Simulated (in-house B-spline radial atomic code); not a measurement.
PBEsol excitations of Mg

Method: PBEsol. Computed with an all-electron radial atomic-structure program (B-spline basis): linear response of the closed shell [Ne] 3s2 with the functional's adiabatic kernel; scalar-relativistic (spin-free one-electron X2C), finite nucleus, no spin-orbit coupling, no double excitations, S, P, D and F terms only.

Command:
```bash
python run_td.py task.json out
```
Settings (radii: box in bohr, nucleus in fm):
```
Z                        12
electrons                12
configuration            [Ne] 3s2
hamiltonian              x2c
method                   pbesol
box_radius               75
rms_radius               3.057
intervals                78
```

Time taken, with all properties: 0.6 s on 1 thread of Arm Neoverse N1, on a shared host.

The lowest states, in the order of their Tamm-Dancoff energies; the method's threshold (minus the highest occupied level) is 4.679 eV. Labels give the largest channel, * marks a mixed state, and oscillator strengths are full-response dipole values. Measured ¹D terms are left out, since they can mix with doubly excited terms. Semilocal kernels can invert the small singlet-triplet splittings of Rydberg terms. Energies in eV:

```tsv
state	full response	Tamm-Dancoff	oscillator strength	measured (J-weighted term)
3s → 3p 3P	?	?	-	?
3s → 3p 1P	4.165	4.305	1.5	4.346
3s → 4s 3S	?	?	-	?
```

(1) Where does 3s → 3p 3P lie?

(2) Where does 3s → 4s 3S lie?

(3) How large is the singlet-triplet splitting of 3s → 3p (P terms) in Tamm-Dancoff?

(4) What polarisabilities and dispersion coefficient does the method give?

Results:

(1) At 2.377 eV in full response, 2.549 eV in Tamm-Dancoff; measured 2.714 eV.

(2) At 4.513 eV in full response, 4.518 eV in Tamm-Dancoff; measured 5.108 eV.

(3) 1.76 eV, from the unrounded values.

(4) Dipole 73.62 bohr³, quadrupole 900.1 bohr⁵, C6 654.2 hartree·bohr⁶ for two such species. Recommended dipole value: 71.2 ± 0.4 bohr³ (Schwerdtfeger and Nagle, table of static dipole polarizabilities (2023 update)), which includes relativity and correlation.
